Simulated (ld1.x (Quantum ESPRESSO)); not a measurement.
## F, TM: configuration errors across variants

- Element: F
- Generator: ld1.x (Quantum ESPRESSO) 7.5
- Type: norm-conserving Troullier–Martins (Kleinman–Bylander form)
- Functional: PBE
- Relativity: scalar-relativistic
- Frozen core: [He]
- Valence charge: 7
- Reference configuration: 2s2 2p5
- Partial waves: 2p (bound): rc 1.05 bohr; 2s (bound): rc 0.70 bohr
- Local potential: the s channel
- Core correction: Bessel-smoothed model core inside 0.50 bohr

All-electron excitation energies from the reference (eV): (1) 2s2 2p4 19.390; (2) 2s2 2p3 57.775; (3) 2s2 2p2 118.413; (4) 2s2 2p4.5 7.543; (5) 2s1 2p6 18.814; (6) 2s2 2p5.3 -2.670; (7) 2s1 2p5 38.493.

Errors AE − PS in meV (a dash: test not solved or not reliable):

| change | (1) | (2) | (3) | (4) | (5) | (6) | (7) | bound ghosts |
| --- | --- | --- | --- | --- | --- | --- | --- | --- |
| base | +1.6 | +38 | +207 | -0.4 | +14 | +0.3 | -5.0 | none |
| wave 2p (bound): rc 1.05 bohr becomes 2p (bound): rc 0.72 bohr | -1.9 | -0.7 | +27 | -0.8 | +6.3 | +0.3 | +4.1 | none |
| wave 2p (bound): rc 1.05 bohr becomes 2p (bound): rc 0.82 bohr | -1.4 | +5.8 | +59 | -0.8 | +9.3 | +0.3 | +4.1 | none |
| wave 2p (bound): rc 1.05 bohr becomes 2p (bound): rc 0.92 bohr | -0.4 | +17 | +114 | -0.7 | +12 | +0.3 | +1.7 | none |
| wave 2p (bound): rc 1.05 bohr becomes 2p (bound): rc 1.10 bohr | +2.7 | +50 | +262 | -0.3 | +15 | +0.3 | -9.5 | none |
| wave 2p (bound): rc 1.05 bohr becomes 2p (bound): rc 1.16 bohr | +4.1 | +65 | +329 | -0.1 | +15 | +0.3 | -15 | none |
| wave 2p (bound): rc 1.05 bohr becomes 2p (bound): rc 1.32 bohr | +10 | +123 | +574 | +0.7 | +15 | +0.3 | -38 | none |
| wave 2p (bound): rc 1.05 bohr becomes 2p (bound): rc 1.44 bohr | +16 | +177 | +796 | +1.5 | +13 | +0.3 | -59 | none |

Task: Give the same row for: wave 2p (bound): rc 1.05 bohr becomes 2p (bound): rc 1.54 bohr.

Result: +25, +253, +1091, +2.8, +9.4, +0.4, -87; bound ghosts: none.
